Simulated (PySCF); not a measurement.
Compound: C₅H₆N₂S.
Atom-mapped SMILES: `[cH:1]1[n:2][n:3][c:4]([CH:5]2[CH2:6][CH2:7]2)[s:8]1`

NICS = −σ at a ghost point: NICS(0) at the centroid of the ring atoms, NICS(1) 1 Å to either side along the normal of their mean plane, zz for the tensor component along that normal. Level: GIAO PBE0/pcSseg-1 (PySCF, non-relativistic, gas phase) on the GFN2-xTB geometry, one conformer.

Ring bond lengths (Å), with Mayer bond orders in brackets: C1–N2 1.279 (1.70), N2–N3 1.324 (1.20), N3–C4 1.287 (1.66), C4–S8 1.764 (1.06), S8–C1 1.737 (1.11); C5–C6 1.509 (0.93), C6–C7 1.489 (0.97), C7–C5 1.510 (0.92).

**Question.** Give the NICS values of each ring in ppm.

**Answer.** 
```csv
ring,type,NICS(0),"NICS(1), two faces","NICS(1)zz, two faces",rms pucker (Å),"centre to ring atoms, mean (Å)"
C1–N2–N3–C4–S8,5-membered ring with 2 N and S; formal bonds all aromatic,-12.1,-11.9 / -12.0,-26.7 / -26.8,0.00,1.25
C5–C6–C7,3-membered carbocycle; formal bonds all single,-41.9,-7.2 / -8.0,-25.5 / -24.1,0.00,0.87
```

**Question.** What do they say, and how far can they be read as aromaticity?

**Answer.** 
- C1–N2–N3–C4–S8: mean NICS(1)zz -26.7 ppm, shielded. For a flat ring without four-coordinate atoms the NICS criterion counts such a value as aromatic.
- C5–C6–C7: mean NICS(1)zz -24.8 ppm, shielded. C5, C6, C7 have four or more neighbours, so the value isn't read as a sign of a π ring current. NICS(0) lies 34 ppm below the mean NICS(1).

**Question.** How equal are the bonds by HOMA? HOMA = 1 − mean of α(R − Ropt)² over the ring bonds, with Krygowski's 1993 parameters (CN: Ropt 1.334 Å, α 93.52 Å⁻²; CS: Ropt 1.677 Å, α 94.09 Å⁻²; NN: Ropt 1.309 Å, α 130.33 Å⁻²).

**Answer.** 
- C1–N2–N3–C4–S8: HOMA 0.69; the largest term is that of C4–S8, α(R − Ropt)² = 0.72.

**Question.** What is the mean of the two in-plane components of NICS at the second NICS(1) probe listed for ring C5–C6–C7, 1 Å off the ring?

**Answer.** The isotropic value is a third of the trace: (3 × -8.0 − (-24.1))/2 = 0.1 ppm.

**Question.** What are the shieldings of the ring atoms and their hydrogens in the same run (means over atoms taken as equivalent)?

**Answer.** 
```tsv
atoms	environment	σ isotropic (ppm)
C1	aromatic CH next to a ring nitrogen	36.8
N2	pyridine-type nitrogen	-140.4
N3	pyridine-type nitrogen	-117.6
C4	substituted aromatic carbon	5.7
C5	benzylic-type carbon	170.5
C6 (×2)	three-membered-ring carbon	168.0
S8	thiophene-type sulfur	248.5
H on C1	aromatic hydrogen	23.37
H on C5	methine hydrogen	28.98
H on C6 (×2)	methylene hydrogen	30.29
H on C6 (×2)	methylene hydrogen	30.94
```

The run took about 70 s of CPU time (one thread, shared machine). This is the whole shielding run at PBE0/pcSseg-1, SCF included.

Shape of the structure used: `[cH:1]1[n:2][n:3][c:4]([CH:5]2[CH2:6][CH2:7]2)[s:8]1`: N3–C4–C5–C6 148°.
